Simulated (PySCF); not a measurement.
# Radial density of Tl (thallium, neutral)

CAM-B3LYP, [Xe] 4f14 5d10 6s1 6p1 6d1, one real determinant (an excited configuration). Computed with PySCF 2.14 in aug-cc-pwCVTZ-PP with ECP60MDF (8s7p6d4f1g, 96 functions), with scalar relativity through the core potential. This is the valence pseudo-density: the core potential removes the inner electrons and smooths the orbitals near the nucleus.

```tsv
r (bohr)	4πr²ρ (e/bohr)	4πr²(ρα − ρβ)
0.0321	1.729e-05	0.0000
0.0540	2.990e-05	0.0000
0.0909	9.927e-05	0.0000
0.153	0.0009349	0.0000
0.257	0.02101	0.0005
0.433	1.001	0.0284
0.728	14.25	0.1737
1.22	14.97	0.0182
2.06	3.450	0.8989
3.46	0.6204	0.5217
5.82	0.2034	0.2030
9.80	0.07884	0.0788
16.5	8.540e-05	0.0001
```

⟨L²⟩ = 8.01 against 12 for a pure F term, so this real determinant mixes terms. Energies and moments cover only the electrons outside the core potential. Spin-orbit coupling, absent here, splits the open shell strongly. The outer electron is Rydberg-like, and this basis confines it to a smaller radius and binds it less than a complete one would.
